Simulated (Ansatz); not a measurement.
`O[SiH2][SiH](F)S` + `[NH2][AlH][SiH3]` → `N[SiH](F)S` + `O[SiH2][AlH][SiH3]`  (redistribution)

Program: Ansatz. Geometries: PBE0-D4/def2-TZVP. ΔE: electronic, gas phase. CBS: MP2 limit from def2 TZ/QZ plus the TZ coupled-cluster correction, frozen cores. DFT in def2-TZVPP. Each species was taken in one conformer, which may not be the lowest.

`O[SiH2][SiH](F)S`:

Cartesian coordinates in Å:
```
O -0.705 -1.749 1.127
Si -0.815 -1.122 -0.396
Si 0.688 0.676 -0.551
F 0.564 1.433 -1.960
S 0.137 1.945 1.076
H -0.695 -1.121 1.853
H -2.184 -0.622 -0.708
H -0.476 -2.222 -1.331
H 2.121 0.327 -0.384
H 1.365 2.454 1.274
```

`[NH2][AlH][SiH3]`:

```xyz
9

N     1.907    0.138   -0.511
Al    0.196    0.409   -0.859
Si   -1.437   -0.316    0.819
H     2.262   -0.294    0.327
H     2.669    0.392   -1.120
H    -0.162    1.106   -2.239
H    -2.257    0.826    1.319
H    -0.785   -0.944    2.005
H    -2.393   -1.317    0.260
```

`N[SiH](F)S`:

```xyz
8

N     0.043    0.045   -1.391
Si   -0.093    0.344    0.265
F     1.224    0.905    0.984
S    -0.517   -1.527    1.171
H    -0.132    0.759   -2.078
H     0.558   -0.736   -1.761
H    -1.115    1.392    0.460
H     0.031   -1.183    2.349
```

`O[SiH2][AlH][SiH3]`:

Cartesian coordinates in Å:
```
O -1.604 1.102 -1.471
Si -1.252 1.583 0.079
Al 0.220 -0.033 1.226
Si 1.381 -1.724 -0.138
H -0.885 0.733 -1.986
H -2.574 1.736 0.746
H -0.618 2.941 0.085
H 0.444 -0.010 2.802
H 1.259 -1.434 -1.598
H 2.837 -1.816 0.172
H 0.793 -3.079 0.082
```

(1) Is it downhill or uphill in electronic energy at CCSD(T)/CBS, and by how much? (Best estimate.)

(2) What do these levels give: ωB97M-V, r2SCAN, MP2/def2-TZVPP, CCSD(T)/def2-TZVPP, HF/def2-QZVPP, HF/CBS(def2)? (An estimate is asked.)

Largest T1 diagnostic among the species: 0.013.

## Answers

(1) The calculation gave: Uphill: ΔE = +24.3 kJ/mol.

(2) Ansatz gave: ωB97M-V 24.6, r2SCAN 26.0, MP2/def2-TZVPP 26.1, CCSD(T)/def2-TZVPP 23.4, HF/def2-QZVPP 16.5, HF/CBS(def2) 16.6 kJ/mol.

From PBE to PBE0 (25 % exact exchange), in def2-TZVPP and without D4, ΔE moves by −4.8 kJ/mol. In def2-TZVPP, CCSD(T) changes the Hartree–Fock value by +7.0 kJ/mol (the triples alone add +1.6 kJ/mol) and MP2 by +9.8 kJ/mol.
